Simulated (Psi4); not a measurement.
C$_{4}$NiO$_{4}$ (SMILES [O+]#[C-]->[Ni](<-[C-]#[O+])(<-[C-]#[O+])<-[C-]#[O+]), singlet, geometry from GFN2-xTB (such geometries of metal compounds can be far from the true shape); PBE0/STO-3G (Psi4).

The Psi4 input:
```
memory 2 GB

molecule {
0 1
  Ni   -0.00003582   -0.00773716    0.01960940
  O     1.93923716    1.49032821   -1.61885180
  C     1.19284818    0.91499975   -0.99111156
  O     1.44317332   -1.42618256    2.16326098
  C     0.88547197   -0.88079153    1.34248493
  O    -1.42199832   -1.96263108   -1.66803699
  C    -0.87547925   -1.21207300   -1.01987292
  O    -1.94751852    1.86910439    1.19287458
  C    -1.19927282    1.14744715    0.74402434
}

set basis sto-3g

energy('pbe0')
print_variables()
```

The log (banner, timings and long lists left out):

```
   => Loading Basis Set <=

    Name: STO-3G
    Role: ORBITAL
    Keyword: BASIS

         ---------------------------------------------------------
                                   SCF
               by Justin Turney, Rob Parrish, Andy Simmonett
                          and Daniel G. A. Smith
                              RKS Reference
         ---------------------------------------------------------

  ==> Geometry <==

    Molecular point group: c1
    Full point group: C1

    Geometry (in Angstrom), charge = 0, multiplicity = 1:

       Center              X                  Y                   Z               Mass
    ------------   -----------------  -----------------  -----------------  -----------------
         NI          -0.001489337263    -0.000185067522     0.001070889917    57.935342410000
         O            1.937783642737     1.497880302478    -1.637390310083    15.994914619570
         C            1.191394662737     0.922551842478    -1.009650070083    12.000000000000
         O            1.441719802737    -1.418630467522     2.144722469917    15.994914619570
         C            0.884018452737    -0.873239437522     1.323946419917    12.000000000000
         O           -1.423451837263    -1.955078987522    -1.686575500083    15.994914619570
         C           -0.876932767263    -1.204520907522    -1.038411430083    12.000000000000
         O           -1.948972037263     1.876656482478     1.174336069917    15.994914619570
         C           -1.200726337263     1.154999242478     0.725485829917    12.000000000000

  Running in c1 symmetry.

  Rotational constants: A =      0.03551  B =      0.03542  C =      0.03528 [cm^-1]
  Rotational constants: A =   1064.66476  B =   1061.71899  C =   1057.56459 [MHz]
  Nuclear repulsion =  604.457375587391311

  Charge       = 0
  Multiplicity = 1
  Electrons    = 84
  Nalpha       = 42
  Nbeta        = 42

  ==> Algorithm <==

  SCF Algorithm Type is DF.
  DIIS enabled.
  MOM disabled.
  Fractional occupation disabled.
  Guess Type is SAD.
  Energy threshold   = 1.00e-06
  Density threshold  = 1.00e-06
  Integral threshold = 1.00e-12

  ==> Primary Basis <==

  Basis Set: STO-3G
    Blend: STO-3G
    Number of shells: 32
    Number of basis functions: 58
    Number of Cartesian functions: 59
    Spherical Harmonics?: true
    Max angular momentum: 2

  ==> DFT Potential <==

   => LibXC <=

    Version 7.1.2
    S. Lehtola, C. Steigemann, M. J. T. Oliveira, and M. A. L. Marques,  SoftwareX 7, 1–5 (2018) (10.1016/j.softx.2017.11.002)

   => Composite Functional: PBE0 <=

    PBE0 Hyb-GGA Exchange-Correlation Functional

    C. Adamo and V. Barone,  J. Chem. Phys. 110, 6158 (1999) (10.1063/1.478522)
    M. Ernzerhof and G. E. Scuseria,  J. Chem. Phys. 110, 5029 (1999) (10.1063/1.478401)

    Deriv               =              1
    GGA                 =           TRUE
    Meta                =          FALSE

    Exchange Hybrid     =           TRUE
    MP2 Hybrid          =          FALSE

   => Exchange Functionals <=

    0.7500   Perdew, Burke & Ernzerhof

   => Exact (HF) Exchange <=

    0.2500               HF

   => Correlation Functionals <=

    1.0000   Perdew, Burke & Ernzerhof

   => LibXC Density Thresholds  <==

    XC_HYB_GGA_XC_PBEH:  1.00E-15

   => Molecular Quadrature <=

    Radial Scheme          =       TREUTLER
    Pruning Scheme         =           NONE
    Nuclear Scheme         =       TREUTLER

    Blocking Scheme        =         OCTREE
    BS radius alpha        =              1
    Pruning alpha          =              1
    Radial Points          =             75
    Spherical Points       =            302
    Total Points           =         191555
    Total Blocks           =           1489
    Max Points             =            256
    Max Functions          =             53
    Weights Tolerance      =       1.00E-15

   => Loading Basis Set <=

    Name: (STO-3G AUX)
    Role: JKFIT
    Keyword: DF_BASIS_SCF

  ==> Integral Setup <==

  SCF_SUBTYPE=INCORE selected. In-core MEM_DF algorithm will be used.
  Using in-core AOs.

  ==> MemDFJK: Density-Fitted J/K Matrices <==

    J tasked:                   Yes
    K tasked:                   Yes
    wK tasked:                   No
    Algorithm:                 Core
    Schwarz Cutoff:           1E-12
    Mask sparsity (%):       7.6694
    Fitting Condition:        1E-10

   => Auxiliary Basis Set <=

  Basis Set: (STO-3G AUX)
    Blend: DEF2-UNIVERSAL-JKFIT
    Number of shells: 258
    Number of basis functions: 872
    Number of Cartesian functions: 1105
    Spherical Harmonics?: true
    Max angular momentum: 6

  Minimum eigenvalue in the overlap matrix is 1.7090585599E-01.
  Reciprocal condition number of the overlap matrix is 8.0426290635E-02.
    Using symmetric orthogonalization.

  ==> Pre-Iterations <==

  SCF Guess: Superposition of Atomic Densities via on-the-fly atomic UHF (no occupation information).

   -------------------------
    Irrep   Nso     Nmo
   -------------------------
     A         58      58
   -------------------------
    Total      58      58
   -------------------------

  ==> Iterations <==

                           Total Energy        Delta E     RMS |[F,P]|

   @DF-RKS iter SAD: -1935.48788955258124   -1.93549e+03   0.00000e+00
   @DF-RKS iter   1: -1933.43147256263887    2.05642e+00   2.78035e-02 DIIS/ADIIS
   @DF-RKS iter   2: -1907.36168348515866    2.60698e+01   1.33787e-01 ADIIS
   @DF-RKS iter   3: -1924.73322362028125   -1.73715e+01   8.87336e-02 DIIS/ADIIS
   @DF-RKS iter   4: -1935.01346948654259   -1.02802e+01   5.99547e-02 DIIS/ADIIS
   @DF-RKS iter   5: -1922.12040331362891    1.28931e+01   8.25075e-02 DIIS/ADIIS
   @DF-RKS iter   6: -1937.90651460608865   -1.57861e+01   1.00736e-02 DIIS/ADIIS
   @DF-RKS iter   7: -1937.86685961664784    3.96550e-02   1.10860e-02 DIIS/ADIIS
   @DF-RKS iter   8: -1937.87308060711666   -6.22099e-03   1.12670e-02 DIIS/ADIIS
   @DF-RKS iter   9: -1937.89888909230694   -2.58085e-02   1.02168e-02 DIIS/ADIIS
   @DF-RKS iter  10: -1937.95138437804917   -5.24953e-02   7.66902e-03 DIIS/ADIIS
   @DF-RKS iter  11: -1937.98329015647596   -3.19058e-02   5.43519e-03 DIIS/ADIIS
   @DF-RKS iter  12: -1938.00510849876923   -2.18183e-02   3.01007e-03 DIIS/ADIIS
   @DF-RKS iter  13: -1938.01439853214606   -9.29003e-03   3.86291e-04 DIIS/ADIIS
   @DF-RKS iter  14: -1938.01454866097947   -1.50129e-04   3.60855e-05 DIIS
   @DF-RKS iter  15: -1938.01454975282195   -1.09184e-06   2.00923e-05 DIIS
   @DF-RKS iter  16: -1938.01455011982625   -3.67004e-07   9.22421e-06 DIIS
   @DF-RKS iter  17: -1938.01455001160298    1.08223e-07   1.39658e-05 DIIS
   @DF-RKS iter  18: -1938.01455021745551   -2.05853e-07   1.88113e-06 DIIS
   @DF-RKS iter  19: -1938.01455022118057   -3.72506e-09   1.20953e-07 DIIS
  Energy and wave function converged.

  ==> Post-Iterations <==

   Electrons on quadrature grid:
      Ntotal   =   84.0000031297 ; deviation = 3.130e-06

    Orbital Energies [Eh]
    ---------------------

    Doubly Occupied:

       1A   -297.491161     2A    -35.525908     3A    -31.642849
       4A    -31.642802     5A    -31.642737     6A    -19.112963
       7A    -19.112950     8A    -19.112859     9A    -19.112826
      10A    -10.130777    11A    -10.130218    12A    -10.130169
      13A    -10.130111    14A     -4.204195    15A     -2.800833
      16A     -2.800723    17A     -2.800575    18A     -1.142541
      19A     -1.142278    20A     -1.142232    21A     -1.142187
      22A     -0.587432    23A     -0.519040    24A     -0.518954
      25A     -0.518818    26A     -0.433941    27A     -0.422535
      28A     -0.422469    29A     -0.422388    30A     -0.419485
      31A     -0.419371    32A     -0.406630    33A     -0.406611
      34A     -0.406572    35A     -0.396925    36A     -0.396869
      37A     -0.396825    38A     -0.154178    39A     -0.154003
      40A     -0.143883    41A     -0.143767    42A     -0.143686

    Virtual:

      43A      0.075533    44A      0.075709    45A      0.080446
      46A      0.080723    47A      0.081113    48A      0.084441
      49A      0.084492    50A      0.084603    51A      0.322351
      52A      0.420379    53A      0.421977    54A      0.423153
      55A      0.714527    56A      0.746965    57A      0.747221
      58A      0.747613

    Final Occupation by Irrep:
              A
    DOCC [    42 ]
    NA   [    42 ]
    NB   [    42 ]

  @DF-RKS Final Energy: -1938.01455022118057

   => Energetics <=

    Nuclear Repulsion Energy =            604.4573755873913115
    One-Electron Energy =               -3881.9090339100343954
    Two-Electron Energy =                1428.7442387327128017
    DFT Exchange-Correlation Energy =     -89.3071306312500752
    Empirical Dispersion Energy =           0.0000000000000000
    VV10 Nonlocal Energy =                  0.0000000000000000
    Total Energy =                      -1938.0145502211805706

Computation Completed

Properties will be evaluated at   0.000000,   0.000000,   0.000000 [a0]

Properties computed using the SCF density matrix

 Multipole Moments:

 ------------------------------------------------------------------------------------
     Multipole            Electronic (a.u.)      Nuclear  (a.u.)        Total (a.u.)
 ------------------------------------------------------------------------------------

 L = 1.  Multiply by 2.5417464519 to convert [e a0] to [Debye]
 Dipole X            :         -0.0041349            0.0027575           -0.0013774
 Dipole Y            :         -0.0004249            0.0003424           -0.0000825
 Dipole Z            :          0.0022693           -0.0019818            0.0002875
 Magnitude           :                                                    0.0014095

 ------------------------------------------------------------------------------------

  Variable Map:
  ----------------------------------------------------------------------------
  "CURRENT ENERGY"              =>   -1938.014550221181
  "CURRENT REFERENCE ENERGY"    =>   -1938.014550221181
  "DD SOLVATION ENERGY"         =>       0.000000000000
  "DFT FUNCTIONAL TOTAL ENERGY" =>   -1938.014550221181
  "DFT TOTAL ENERGY"            =>   -1938.014550221181
  "DFT VV10 ENERGY"             =>       0.000000000000
  "DFT XC ENERGY"               =>     -89.307130631250
  "GRID ELECTRONS ALPHA"        =>      42.000001564853
  "GRID ELECTRONS BETA"         =>      42.000001564853
  "GRID ELECTRONS TOTAL"        =>      84.000003129707
  "NUCLEAR REPULSION ENERGY"    =>     604.457375587391
  "ONE-ELECTRON ENERGY"         =>   -3881.909033910034
  "PCM POLARIZATION ENERGY"     =>       0.000000000000
  "PE ENERGY"                   =>       0.000000000000
  "SCF ITERATION ENERGY"        =>   -1938.014550221181
  "SCF ITERATIONS"              =>      19.000000000000
  "SCF TOTAL ENERGY"            =>   -1938.014550221181
  "TWO-ELECTRON ENERGY"         =>    1428.744238732713
  "XC GRID RADIAL POINTS"       =>      75.000000000000
  "XC GRID SPHERICAL POINTS"    =>     302.000000000000
  "XC GRID TOTAL POINTS"        =>  191555.000000000000

  Array Variable Map:
  ----------------------------------------------------------------------------
  "CURRENT DIPOLE"              =>      -0.001377429849 ... 0.000287466932 1 by 3
  "SCF DIPOLE"                  =>      -0.001377429849 ... 0.000287466932 1 by 3
  "SCF TOTAL ENERGIES"          =>   -1935.487889552581 ... -1938.014550221181 1 by 20
```
